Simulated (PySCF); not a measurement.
AlCl4, charge -1.

```xyz
5

Cl    -1.2592     1.2592    -1.2592
Al     0.0000     0.0000     0.0000
Cl     1.2592     1.2592     1.2592
Cl     1.2592    -1.2592    -1.2592
Cl    -1.2592    -1.2592     1.2592
```
Charge -1, spin multiplicity 1.

Geometry: B3LYP-D3(BJ)/def2-SVPD.

Calculation: PySCF with KT2/pcSseg-1. Non-relativistic, no solvent.

Give the absolute GIAO shielding of each atom: isotropic value and principal components (ppm). (An estimate is asked for; the answer gives what the named calculation found.)


| atom | σ(iso) | σ11 | σ22 | σ33 | span |
|---|---|---|---|---|---|
| Cl1 | 910.5 | 841.3 | 841.3 | 1048.9 | 207.6 |
| Al2 | 458.5 | 458.5 | 458.5 | 458.5 | 0.0 |
| Cl3 | 910.5 | 841.3 | 841.3 | 1048.9 | 207.6 |
| Cl4 | 910.5 | 841.3 | 841.3 | 1048.9 | 207.6 |
| Cl5 | 910.5 | 841.3 | 841.3 | 1048.9 | 207.6 |
